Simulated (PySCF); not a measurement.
Gas-phase reaction: 2 GaF + 2 HCl = 2 GaCl + 2 F + H₂, at 600 K and a standard pressure of 1 bar. Level: ωB97M-V/def2-TZVP†.

Method: PySCF energies plus ideal-gas RRHO corrections (1 bar). † marks an energy on the PBE0/def2-TZVP geometry and frequencies. Open shells (unrestricted): F (multiplicity 2, electronic degeneracy 6); the rest are closed-shell singlets. Spin-orbit splitting is ignored; it lowers the true energy and changes the entropy of F. Ga: all electrons, no relativistic terms. The harmonic model lacks anharmonicity and excited electronic states, which grow with temperature; levels with a mode under 35 cm⁻¹ are left out.

```json
[
 {"species": "GaF", "E (Ha)": "-2024.67410", "H(600 K) − E (kJ/mol)": "23.3", "S°(600 K) (J/mol/K)": "252.2"},
 {"species": "HCl", "E (Ha)": "-460.78890", "H(600 K) − E (kJ/mol)": "35.4", "S°(600 K) (J/mol/K)": "207.2"},
 {"species": "GaCl", "E (Ha)": "-2385.01031", "H(600 K) − E (kJ/mol)": "22.8", "S°(600 K) (J/mol/K)": "265.6"},
 {"species": "F", "E (Ha)": "-99.74529", "H(600 K) − E (kJ/mol)": "12.5", "S°(600 K) (J/mol/K)": "175.0"},
 {"species": "H₂", "E (Ha)": "-1.16074", "H(600 K) − E (kJ/mol)": "43.9", "S°(600 K) (J/mol/K)": "150.8"}
]
```
E: electronic energy; H − E holds the zero-point and thermal terms. 1 Ha = 2625.5 kJ/mol.

Q: Work out ΔH°, ΔS°, ΔG° and log10 K from these numbers.

A: 1. ΔE = 2×(-2385.01031) + 2×(-99.74529) + 1×(-1.16074) − 2×(-2024.67410) − 2×(-460.78890) = 0.25406 Ha = 667.0 kJ.
2. Δ(H − E) = 2×(22.8) + 2×(12.5) + 1×(43.9) − 2×(23.3) − 2×(35.4) = -2.9 kJ, so ΔH° = 664.1 kJ.
3. ΔS° = 2×(265.6) + 2×(175.0) + 1×(150.8) − 2×(252.2) − 2×(207.2) = 113.2 J/K; the number of gas molecules changes by +1.
4. ΔG° = ΔH° − TΔS° = 664.1 − 600×(113.2)/1000 = 596.2 kJ.
5. log10 K = −ΔG°/(RT ln 10) = -51.89, with RT ln 10 = 11.49 kJ/mol; at standard pressures the reactants are favoured.
6. A shift of 10 kJ in ΔE would move log10 K by 0.87 here.
For scale, ΔH°(298 K) is 659 kJ at this level, 661 kJ at ωB97X-V/def2-TZVP†, and runs from 361 to 825 kJ over the 20 levels computed.
